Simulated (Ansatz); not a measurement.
One geometry of (F2Ga-mu-PH2)2 (Ga2P2H4F4), several levels of theory.

```yaml
crystal:
  periodic: [false, false, false]
  atoms:
    - {symbol: Ga, position_ang: [-0.407433, 1.663141, -0.375408]}
    - {symbol: F, position_ang: [-0.556364, 2.206928, -2.057088]}
    - {symbol: F, position_ang: [-0.681695, 2.847962, 0.915608]}
    - {symbol: P, position_ang: [1.639309, 0.397208, -0.017970]}
    - {symbol: Ga, position_ang: [0.407312, -1.663134, 0.375782]}
    - {symbol: F, position_ang: [0.680746, -2.849378, -0.914103]}
    - {symbol: F, position_ang: [0.558174, -2.204885, 2.057928]}
    - {symbol: P, position_ang: [-1.639541, -0.397359, 0.017614]}
    - {symbol: H, position_ang: [2.461981, 0.839821, 1.057441]}
    - {symbol: H, position_ang: [2.549207, 0.372242, -1.113693]}
    - {symbol: H, position_ang: [-2.550625, -0.372209, 1.112399]}
    - {symbol: H, position_ang: [-2.461070, -0.840337, -1.058519]}
basis:
  gaussian: {orbitals: def2-TZVP, initial_orbitals: start.molden}
hamiltonian: {xc: pbe0, dispersion: d4}
scf: {omitted_lower_state_checks: [starts]}
output: {forces: true, orbitals: {seedname: orbitals}}
```

The file start.molden holds the orbitals of an earlier run on this structure, at another level or in another basis.

```sh
$ ansatz run in.yaml --threads 4 --pin off --events-out ev --progress --plain --max-ram 4787MiB
```

Output, abridged:

```
Functional definition: PBE0
2190 factors; their error is unknown
mean field evaluation 1: about -134238.8809 eV, gradient 2.9e2 eV
mean field evaluation 2: about -134246.2792 eV, gradient 9.3e0 eV
mean field evaluation 4: about -134246.9950 eV, gradient 3.8e-1 eV
mean field evaluation 8: about -134246.9956 eV, gradient 1.1e-5 eV
mean field -134246.99563578 eV, -4933.4860937332 hartree, gradient 1.1e-5 eV, S^2 0.000000; 0 other end points of the search recorded, 0 dependent functions left out
reference -134246.99567573 eV, -4933.4860952011 hartree; 66, 66 occupied and 252, 252 virtual orbitals, 2190 factors
Total energy: -134247.38421920 eV, -4933.5003739104 hartree
Atom 0 at    -0.407433     1.663141    -0.375408 Å, force    -0.066199     0.272045    -0.061443 eV/Å
Atom 1 at    -0.556364     2.206928    -2.057088 Å, force     0.042489    -0.157243     0.447917 eV/Å
Atom 2 at    -0.681695     2.847962     0.915608 Å, force     0.076347    -0.326258    -0.338214 eV/Å
Atom 3 at     1.639309     0.397208    -0.017970 Å, force     0.300264     0.071580    -0.004137 eV/Å
Atom 4 at     0.407312    -1.663134     0.375782 Å, force     0.067361    -0.271409     0.061946 eV/Å
Atom 5 at     0.680746    -2.849378    -0.914103 Å, force    -0.076302     0.327140     0.338033 eV/Å
Atom 6 at     0.558174    -2.204885     2.057928 Å, force    -0.044400     0.155919    -0.447409 eV/Å
Atom 7 at    -1.639541    -0.397359     0.017614 Å, force    -0.300118    -0.071632     0.003284 eV/Å
Atom 8 at     2.461981     0.839821     1.057441 Å, force    -0.252374    -0.128476    -0.301510 eV/Å
Atom 9 at     2.549207     0.372242    -1.113693 Å, force    -0.275893     0.002484     0.307250 eV/Å
Atom 10 at    -2.550625    -0.372209     1.112399 Å, force     0.277022    -0.002577    -0.307454 eV/Å
Atom 11 at    -2.461070    -0.840337    -1.058519 Å, force     0.251803     0.128427     0.301738 eV/Å
Dipole moment:    -0.000498    -0.000289    -0.000693 e Å
Checks for a lower state left out: starts
```

It took 21 s on 4 threads of Arm Neoverse V1 on a shared host, peak host memory 1.5 GiB.

As the first input, with `gaussian: {orbitals: def2-SVP, initial_orbitals: start.molden}`, `output: {orbitals: {seedname: orbitals}}` (abridged; 4.8 s):

```
Functional definition: PBE0
mean field -134213.60222805 eV, -4932.2589086339 hartree, gradient 2.1e-5 eV, S^2 0.000000
Total energy: -134213.99081282 eV, -4932.2731888607 hartree
Checks for a lower state left out: starts
```

The first input with `gaussian: {orbitals: def2-TZVPD, initial_orbitals: start.molden}`, `output: {orbitals: {seedname: orbitals}}` (abridged; 22 s):

```
Functional definition: PBE0
mean field -134247.14930315 eV, -4933.4917409048 hartree, gradient 2.1e-5 eV, S^2 0.000000
Total energy: -134247.53790536 eV, -4933.5060217725 hartree
Checks for a lower state left out: starts
```

As the first input, with `gaussian: {orbitals: 6-31G}`, `hamiltonian: {xc: hf}`, `output: {orbitals: {seedname: orbitals}}` (abridged; 1.7 s):

```
Functional definition: HF
mean field -134083.28696895 eV, -4927.4699111927 hartree, gradient 2.3e-5 eV, S^2 0.000000
Total energy: -134083.28696895 eV, -4927.4699111927 hartree
Checks for a lower state left out: starts
```

The first input with `hamiltonian: {xc: {name: LC-wPBE}}`, `output: {orbitals: {seedname: orbitals}}` (abridged; 8.5 s):

```
Functional definition: LC-wPBE
mean field -134253.20547859 eV, -4933.7143012470 hartree, gradient 1.3e-5 eV, S^2 0.000000
Total energy: -134253.20547860 eV, -4933.7143012473 hartree
Checks for a lower state left out: starts
```

As the first input, with `hamiltonian: {xc: pbe}`, `correlation: {method: rpa}` and without the key `output` (abridged; 16 s):

```
Functional definition: PBE
mean field -134243.34619533 eV, -4933.3519792703 hartree, gradient 2.5e-6 eV, S^2 0.000000
32 core orbitals not correlated: weight in the atoms' cores, before any rotation towards them, 1.000 or more for the frozen orbitals, at most 0.000 for the correlated occupied ones
Total energy: -134180.39896611 eV, -4931.0387112635 hartree
Checks for a lower state left out: starts
```

As the first input, with `hamiltonian: {xc: r2scan, dispersion: d4}`, `output: {orbitals: {seedname: orbitals}}` (abridged; 12 s):

```
Functional definition: r2SCAN
mean field -134271.98604814 eV, -4934.4044744481 hartree, gradient 9.3e-6 eV, S^2 0.000000
Total energy: -134272.09355377 eV, -4934.4084252073 hartree
Checks for a lower state left out: starts
```

Geometry: PBE-D4/def2-SVP.

The 6-31G sets use Cartesian d functions. LC-ωPBE has ω = 0.4 bohr⁻¹. Correlated methods freeze 32 core orbitals; core or outer-core shells of Ga are correlated, in sets that lack core-valence functions.
